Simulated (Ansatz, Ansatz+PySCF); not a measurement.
```xyz
2

N     0.0000    0.0000    0.0000
F     0.0000    0.0000    1.6000
```

Basis set: STO-3G (spherical functions). Left uncorrelated: 2 orbitals. Correlation on ROHF uses semicanonical orbitals with singles. Charge 0, multiplicity 3.

Computed with Ansatz (development build ahead of 0.2.0); the reference of a correlated method needn't be the lowest determinant of its kind.

(1) Give the atomization energy at this shape (free ground-state atoms in the same class of orbitals less the molecule, no zero-point energy) of triplet NF by UHF-CCSD(T), ROHF-CCSD(T).

Answers

(1)

```tsv
method	atomization energy
UHF-CCSD(T)	38.68 kcal/mol
ROHF-CCSD(T)	37.85 kcal/mol
```

Caution: the reference determinant was not shown to be the lowest. Caution for UHF-CCSD(T): large amplitudes, a single reference is doubtful; the unrestricted determinant is spin contaminated. Caution for ROHF-CCSD(T): an unrestricted determinant lies well below.

This basis has no polarisation functions and is too small for such energies, which can lie far from measured ones in either direction.
